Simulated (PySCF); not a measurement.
`C[C@H](CF)OC(C)(C)C`: 4 charge schemes on one density

Compound: C7H15FO.
Numbering: `[CH3:1][C@H:2]([CH2:3][F:4])[O:5][C:6]([CH3:7])([CH3:8])[CH3:9]` (hydrogens: H10, H11, H12 on C1; H13 on C2; H14, H15 on C3; H16, H17, H18 on C7; H19, H20, H21 on C8; H22, H23, H24 on C9)

Geometry (GFN2-xTB, Å), atoms numbered from 1 in this order:
```
atom  x, y, z in Å
C1     1.9807   -1.5846    0.0445
C2     1.3064   -0.2181   -0.0719
C3     2.2696    0.8963    0.3634
F4     3.3153    0.9927   -0.5224
O5     0.1722   -0.1731    0.7715
C6    -1.1031    0.1431    0.2087
C7    -1.1259    1.5513   -0.3984
C8    -1.5297   -0.8962   -0.8359
C9    -2.0538    0.0865    1.4078
H10    2.1764   -1.8027    1.0912
H11    1.3329   -2.3589   -0.3573
H12    2.9178   -1.5816   -0.5057
H13    1.0383   -0.0370   -1.1196
H14    1.7669    1.8678    0.3740
H15    2.6927    0.6826    1.3486
H16   -0.8252    2.2827    0.3483
H17   -0.4564    1.6284   -1.2519
H18   -2.1321    1.7885   -0.7326
H19   -1.4577   -1.8945   -0.4112
H20   -0.9037   -0.8503   -1.7240
H21   -2.5584   -0.7167   -1.1358
H22   -2.0312   -0.9069    1.8462
H23   -3.0687    0.3201    1.1003
H24   -1.7347    0.8003    2.1620
```

Density: PBE0/pcSseg-1 (PySCF); schemes: Mulliken, IAO, Hirshfeld and ESP-fitted. One conformer (not necessarily the lowest) at the GFN2-xTB geometry, without solvent, vibrations or thermal averaging.

Problem. Give the atomic charges in each scheme.

Solution. In e; atoms taken as equivalent share a row and are averaged (×n: the atom named and its like, n in all):

```tsv
atom	environment	Mulliken	IAO	Hirshfeld	ESP-fitted
C1	methyl carbon	-0.202	-0.430	-0.130	-0.535
C2	sp3 carbon bound to oxygen	-0.094	+0.085	+0.040	+0.553
C3	sp3 C–F carbon	+0.235	+0.037	+0.016	-0.053
F4	alkyl fluorine	-0.343	-0.333	-0.120	-0.240
O5	ether oxygen	-0.512	-0.418	-0.127	-0.633
C6	sp3 carbon bound to oxygen	-0.247	+0.246	+0.097	+0.863
C7/C8/C9	methyl carbon	-0.175	-0.430	-0.127	-0.615
H10/H11/H12	methyl hydrogen	+0.116	+0.146	+0.041	+0.138
H13	methine hydrogen	+0.114	+0.117	+0.033	-0.028
H14	methylene hydrogen	+0.105	+0.137	+0.039	+0.083
H15	methylene hydrogen	+0.099	+0.138	+0.043	+0.101
H16 (×9)	methyl hydrogen	+0.114	+0.141	+0.041	+0.147
```

Mean size of the charges over all atoms: ESP-fitted 0.278 e, IAO 0.206 e, Mulliken 0.160 e, Hirshfeld 0.063 e. Each set sums to the total charge, 0, to within 0.001 e. The IAO scheme projects the occupied orbitals on a minimal set of polarised atomic orbitals and counts the electrons in each atom's part of it.

Some averages cover members that differ in this geometry: C7/C8/C9, ESP-fitted -0.652 to -0.572; H16 (×9), ESP-fitted +0.133 to +0.161 e.

Lowest charge. The schemes don't all agree: Mulliken O5 (-0.512); IAO C1 and C7/C8/C9 (-0.430); Hirshfeld C1 (-0.130); ESP-fitted O5 (-0.633).

Highest charge. The schemes don't all agree: Mulliken C3 (+0.235); IAO C6 (+0.246); Hirshfeld C6 (+0.097); ESP-fitted C6 (+0.863).

Problem. Sum the charges by element, for elements with more than one atom.

Solution. 
```json
{"element": "C", "atoms": "7", "Mulliken": "-0.833", "IAO": "-1.351", "Hirshfeld": "-0.357", "ESP-fitted": "-1.017"}
{"element": "H", "atoms": "15", "Mulliken": "+1.688", "IAO": "+2.102", "Hirshfeld": "+0.604", "ESP-fitted": "+1.890"}
```

Problem. How many electrons does the Hirshfeld scheme count on C6?

Solution. Z − q = 6 − (+0.097) = 5.903.

Problem. How closely do the schemes follow one another over all atoms?

Solution. Correlation coefficient and root-mean-square difference: IAO with Hirshfeld 1.00, 0.167 e; Hirshfeld with ESP-fitted 0.92, 0.299 e; IAO with ESP-fitted 0.90, 0.183 e; Mulliken with IAO 0.76, 0.156 e; Mulliken with Hirshfeld 0.74, 0.141 e; Mulliken with ESP-fitted 0.48, 0.322 e.
